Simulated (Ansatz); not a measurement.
Isolated molecules relaxed with PBE0-D4/def2-TZVP in Ansatz; ΔE leaves out vibrations. CCSD(T)/CBS is the MP2 limit (def2-TZVPP, def2-QZVPP) plus CCSD(T) − MP2 in def2-TZVPP, frozen cores. This one scheme is used for every species. Functionals use def2-TZVPP. B3LYP here is the variant with VWN-RPA as its local correlation; programs differ in this. One conformer a species, not always the lowest.

Reaction (substitution at a C–Si bond): `C=C[Si](N)(O)O` + `OB(O)O` → `C=COB(O)O` + `N[SiH](O)O`

```csv
level,ΔE (eV)
B3LYP-D4,0.69
PBE0,0.68
SCS-MP2/def2-TZVPP,0.75
CCSD/def2-TZVPP,0.75
```

Question: What does CCSD(T)/CBS give? (An estimate is asked.)

Answer: The calculation gave: +0.77 eV. The listed levels differ from it by -0.08, -0.09, -0.02, -0.02 eV.

Largest T1 diagnostic among the species: 0.012.

The D4 term adds +0.07 eV with B3LYP and +0.04 eV with PBE0; it sums over pairs of atoms, weighted by their polarisabilities, and B3LYP, whose exchange is more repulsive, gets the larger term. From PBE to PBE0 (25 % exact exchange), in def2-TZVPP and without D4, ΔE moves by +0.05 eV.
